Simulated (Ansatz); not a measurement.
Gas-phase electronic energies from Ansatz, PBE0-D4/def2-TZVP geometries. CCSD(T)/CBS is the MP2 limit (def2-TZVPP, def2-QZVPP) plus CCSD(T) − MP2 in def2-TZVPP, frozen cores. Functionals use def2-TZVPP. HSE06 is defined as in plane-wave codes. def2 core potentials past Kr. For Sn outer-core shells are correlated without core-valence functions, which leaves a few kJ/mol of doubt a bond. One conformer a species, not always the lowest.

Reaction (substitution at a C–Sn bond): `C#[C][SnH2][CH3]` + `O[SiH2]F` → `C#CO[SiH2]F` + `[CH3][SnH3]`

(1) Is it downhill or uphill in electronic energy at CCSD(T)/CBS, and by how much? (Estimate.)

(2) What do these levels give: LDA (SPW92), revPBE-D4, r2SCAN-D4, BHLYP-D4, ωB97M-V, revPBE, PBE0, HSE06, RPA@PBE/def2-TZVPP, HF/def2-SVP, HF/def2-TZVPP, CCSD(T)/def2-TZVPP? (Estimate.)

Largest T1 diagnostic among the species: 0.013.

Results:

(1) The calculation gave: Uphill: ΔE = +134.1 kJ/mol.

(2) Computed: LDA (SPW92) 88.1, revPBE-D4 104.7, r2SCAN-D4 111.3, BHLYP-D4 114.7, ωB97M-V 118.6, revPBE 107.1, PBE0 107.7, HSE06 107.7, RPA@PBE/def2-TZVPP 128.2, HF/def2-SVP 100.8, HF/def2-TZVPP 118.2, CCSD(T)/def2-TZVPP 130.7 kJ/mol.

Leaving LDA and LC-ωPBE aside and taking each functional with its dispersion term where it has one, the values, not all of them listed here, spread over 17.3 kJ/mol, from PBE-D4 to PBE-QIDH. LDA lies −15.5 kJ/mol from PBE without D4. From BLYP to BHLYP (50 % exact exchange), in def2-TZVPP and without D4, ΔE moves by +6.1 kJ/mol. In def2-TZVPP, CCSD(T) changes the Hartree–Fock value by +12.5 kJ/mol (the triples alone add +1.4 kJ/mol) and MP2 by +19.9 kJ/mol.
